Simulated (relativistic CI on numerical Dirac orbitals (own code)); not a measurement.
## V4+ in a cubic cluster: 2p photoemission with charge transfer

Computed with a charge-transfer multiplet model of a cubic metal-ligand cluster with up to 2 ligand holes, Slater and spin-orbit integrals from Dirac-Coulomb-Breit ions, Slater integrals scaled by 0.8. The ground state mixes d1 with configurations of k ligand holes L, whose averages lie at kΔ + k(k − 1)U_dd/2; a core hole lowers each added d electron by U_cd. 300 K, Lorentzian 0.6 eV and Gaussian 0.8 eV FWHM.

Atomic integrals in eV (Slater integrals scaled, ζ unscaled), ground: F2dd 8.057, F4dd 5.049, zeta_d 0.029; with the core hole: F2dd 8.057, F4dd 5.049, zeta_d 0.047, zeta_core 4.606, F2cd 5.989, G1cd 4.613, G3cd 2.623. Where a configuration has fewer than two d electrons, the dd integrals are those of d2.

Cluster parameters (eV): Δ = 0.9, U_dd = 4.4, U_cd = 5.2, 10Dq(ligand) = 0.2, V(eg) = 3.75, V(t2g) = -1.97, final-state hopping factor = 1.

```tsv
Case	n_d	d1	d2L	d3L2	S
10Dq = 1.1 eV	1.94	0.27	0.53	0.20	0.50
10Dq = 2 eV	1.93	0.27	0.53	0.20	0.50
10Dq = 2.9 eV	1.93	0.27	0.53	0.20	0.50
```

Weights, n_d and S are thermal averages at 300 K. Binding energies count from the first peak over 30 % of the highest in each spectrum, which can be another peak from case to case. The parameters are a model scan and need not match a compound or its usual spin state. Peaks in eV (height, largest 100):
- 10Dq = 1.1 eV: 0.0 (100), 3.6 (9), 7.3 (31)
- 10Dq = 2 eV: 0.0 (100), 7.2 (31)
- 10Dq = 2.9 eV: 0.0 (100), 7.1 (33)

For the case 10Dq = 2 eV, Δ = 0.9 eV is smaller than U_dd = 4.4 eV, the charge-transfer side of the Zaanen-Sawatzky-Allen scheme. With the core hole the average of the configuration with one ligand hole lies at Δ − U_cd = -4.3 eV before mixing: the effective hopping of about 8.2 eV (from the holes of the mixed ground state) is comparable with this gap or larger, so the configurations mix strongly.

With at most 2 ligand holes the space is cut while the next configuration still counts, so covalency is underestimated, and a final configuration with one more ligand hole, which can lie low, is missing from the spectra.
